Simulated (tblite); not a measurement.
Species: C4H9OSi (doublet state).
Atom-mapped SMILES: `[CH2:1]/[CH:2]=[CH:3]/[CH2:4][O:5][SiH3:6]` (hydrogens: H7, H8 on C1; H9 on C2; H10 on C3; H11, H12 on C4; H13, H14, H15 on Si6)

Cartesian coordinates in Å at the GFN2-xTB level; atoms count from 1:
```
atom  x, y, z in Å
C1     3.183   -0.261    0.896
C2     2.019    0.337    0.496
C3     0.873   -0.345    0.148
C4    -0.377    0.317   -0.304
O5    -1.492   -0.438    0.071
Si6   -3.065   -0.131   -0.148
H7     3.261   -1.332    0.959
H8     4.048    0.316    1.165
H9     1.992    1.419    0.443
H10    0.843   -1.422    0.200
H11   -0.371    0.418   -1.404
H12   -0.450    1.332    0.110
H13   -3.620   -1.322    0.469
H14   -3.387   -0.001   -1.574
H15   -3.461    1.120    0.510
```

Level: GFN2-xTB in tblite, geometry and Hessian alike; calculated harmonic values, unscaled, isolated species. Errors from tens to a few hundred cm⁻¹ against measured bands are possible. Modes of hydrogen on silicon can be 10 to 20 % off. One conformer, not necessarily the lowest. Open shells enter through the occupations alone, without spin polarisation, and single modes of such species can be off by tens of per cent.

Harmonic wavenumbers (cm⁻¹): 28.1, 41.9, 109.8, 156.2, 204.0, 244.0, 354.0, 480.3, 529.4, 601.0, 628.7, 675.7, 744.3, 771.9, 797.4, 834.3, 847.5, 921.8, 945.1, 985.6, 1116.5, 1142.5, 1196.3, 1227.8, 1261.5, 1299.6, 1344.3, 1449.1, 1454.1, 1498.1, 2204.3, 2239.4, 2363.7, 2785.1, 2878.1, 3044.1, 3100.4, 3118.8, 3156.5.

A = 18368, B = 918.0, C = 898.9 MHz; mass 101.042 u (most abundant isotopes); point group C1, symmetry number 1; spin multiplicity 2.

Question: What is the zero-point energy?

Answer: Half the sum of the wavenumbers: 24391 cm⁻¹ = 69.74 kcal/mol.

Question: Give the ideal-gas entropy at 298.15 K and 1 bar in the rigid-rotor, harmonic-oscillator model (classical rotation).

Answer: Translation 39.78, rotation 27.45, vibration 26.21, spin (R ln 2) 1.38: S = 94.8 cal/(mol K).

Question: And Cp and H(298.15 K) − H(0)?

Answer: Cp = 32.48 cal/(mol K), of which vibrations give 24.53 (their classical limit is 39 R = 77.5); H(298.15 K) − H(0) = 6.15 kcal/mol without the zero-point energy, 3.78 from vibrations.

Question: How do the functions run with temperature in this model?

Answer: 
```csv
T (K),S (cal/(mol K)),Cp (cal/(mol K)),H − H(0) (kcal/mol),G − H(0) (kcal/mol),ln q(vib)
50,59.1,13.3,0.53,-2.42,1.00
100,69.6,17.1,1.30,-5.66,2.33
373.15,102.7,38.4,8.81,-29.53,8.41
500,115.2,46.8,14.23,-43.37,11.06
750,136.5,58.3,27.47,-74.92,16.05
1000,154.4,65.8,43.04,-111.34,20.67
```

q(vib) and H(0) count from the zero-point level.

Question: What must be added to the electronic energy to get the Gibbs energy at 298.15 K and 1 bar?

Answer: ZPE + [H(298.15 K) − H(0)] − T·S = 69.74 + 6.15 − 28.27 = 47.62 kcal/mol.

Hindered rotation and anharmonicity are outside this model. Other conformers, if any are populated, would add a mixing term that is left out. The structure is chiral; the term R ln 2 for an equal mix with its mirror image is left out.

Time: 0.42 s of wall time. Hardware: an Arm Neoverse V1 with one thread (shared host). This covers the Hessian and the dipole derivatives.
